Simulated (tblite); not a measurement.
C2H11AsSi3.
Atom-mapped SMILES: `[CH3:1][As:2]1[SiH2:3][CH:4]([SiH3:5])[SiH2:6]1` (hydrogens: H7, H8, H9 on C1; H10, H11 on Si3; H12 on C4; H13, H14, H15 on Si5; H16, H17 on Si6)

Computed with GFN2-xTB (tblite), gas phase: L-BFGS steps from a force-field or distance-geometry start until the largest atomic force falls under 0.01 eV/Å.

Step 4: E = -473.8858 eV
```
atom  x, y, z in Å  |  force x, y, z in eV/Å
C1      2.3293   -0.5978    0.5131    0.107  -0.023   0.017
As2     1.9531    0.8162   -0.8012   -0.063   0.083  -0.135
Si3     0.0846   -0.3049   -1.6824   -0.049   0.134   0.189
C4     -1.1503    0.5728   -0.4794    0.360   0.095  -0.048
Si5    -2.0324   -0.6245    0.6793    0.146   0.028  -0.084
Si6     0.1550    1.6794    0.4302   -0.151  -0.105  -0.174
H7      2.9281   -0.1885    1.3174    0.202   0.025   0.219
H8      2.8935   -1.3923    0.0397    0.189  -0.205  -0.050
H9      1.4346   -1.0296    0.9435   -0.167  -0.048   0.052
H10     0.1084   -1.7594   -1.4198   -0.045   0.093  -0.205
H11    -0.2315    0.0331   -3.0703   -0.067  -0.123  -0.148
H12    -1.8744    1.1822   -1.0315    0.054  -0.135   0.141
H13    -2.8081    0.1312    1.6495   -0.154   0.034   0.162
H14    -1.0124   -1.4213    1.3875   -0.125   0.016  -0.007
H15    -2.8671   -1.5140   -0.1149   -0.153  -0.144  -0.016
H16    -0.1316    3.0985    0.1986   -0.042   0.084   0.130
H17     0.2141    1.3308    1.8630   -0.042   0.190  -0.043
```

Step 5: E = -473.9039 eV
```
atom  x, y, z in Å  |  force x, y, z in eV/Å
C1      2.3362   -0.5964    0.5119    0.109  -0.133   0.137
As2     1.9717    0.8166   -0.8015   -0.192   0.100  -0.159
Si3     0.0909   -0.2981   -1.6864   -0.078   0.086   0.074
C4     -1.1424    0.5718   -0.4763    0.209   0.075  -0.053
Si5    -2.0419   -0.6264    0.6795    0.158   0.112  -0.125
Si6     0.1641    1.6853    0.4231   -0.199  -0.032  -0.081
H7      2.9346   -0.1961    1.3236    0.172   0.038   0.165
H8      2.8995   -1.3980    0.0463    0.171  -0.163  -0.066
H9      1.4396   -1.0294    0.9431   -0.136  -0.005   0.012
H10     0.1021   -1.7577   -1.4354   -0.021   0.132  -0.188
H11    -0.2395    0.0214   -3.0843   -0.018  -0.117  -0.002
H12    -1.8799    1.1742   -1.0240    0.148  -0.137   0.149
H13    -2.8141    0.1307    1.6587   -0.116  -0.009   0.076
H14    -1.0221   -1.4179    1.3854   -0.078  -0.035   0.033
H15    -2.8749   -1.5242   -0.1145   -0.112  -0.070   0.020
H16    -0.1387    3.1109    0.2104   -0.001  -0.026   0.108
H17     0.2078    1.3454    1.8628   -0.016   0.183  -0.100
```

Question: Estimate the geometry and energy of step 6. (The exact step hangs on the optimiser's Hessian estimate; all steps are aligned on step 5, rigid shifts and turns removed.)

Answer: E = -473.9189 eV, largest force 0.265 eV/Å
```
atom  x, y, z in Å  |  force x, y, z in eV/Å
C1      2.3443   -0.5981    0.5137    0.095  -0.172   0.178
As2     1.9836    0.8188   -0.8046   -0.236   0.048  -0.096
Si3     0.0947   -0.2908   -1.6889   -0.067   0.016  -0.070
C4     -1.1321    0.5720   -0.4745    0.016   0.010  -0.024
Si5    -2.0473   -0.6257    0.6773    0.092   0.135  -0.108
Si6     0.1681    1.6901    0.4158   -0.159   0.060   0.025
H7      2.9431   -0.2019    1.3316    0.105   0.018   0.070
H8      2.9074   -1.4055    0.0508    0.113  -0.077  -0.038
H9      1.4416   -1.0292    0.9429   -0.044   0.040  -0.031
H10     0.0964   -1.7537   -1.4521   -0.002   0.138  -0.161
H11    -0.2465    0.0092   -3.0958    0.017  -0.099   0.109
H12    -1.8818    1.1651   -1.0150    0.175  -0.086   0.105
H13    -2.8210    0.1298    1.6675   -0.050  -0.064  -0.039
H14    -1.0317   -1.4158    1.3843   -0.037  -0.070   0.060
H15    -2.8834   -1.5339   -0.1136   -0.044   0.030   0.068
H16    -0.1447    3.1206    0.2223    0.023  -0.093   0.078
H17     0.2022    1.3612    1.8605    0.004   0.165  -0.127
```

The energy changes by -0.0150 eV. The first-order estimate −F·Δx gives -0.0214 eV and the mean of the old and new forces, exact on a quadratic surface, -0.0150 eV. The step makes an angle of 59° with the force vector and moves no atom by more than 0.018 Å.

What follows is the cost of the whole relaxation. Time: 0.41 s wall. Hardware: one thread of an Arm Neoverse V1, on a shared host.
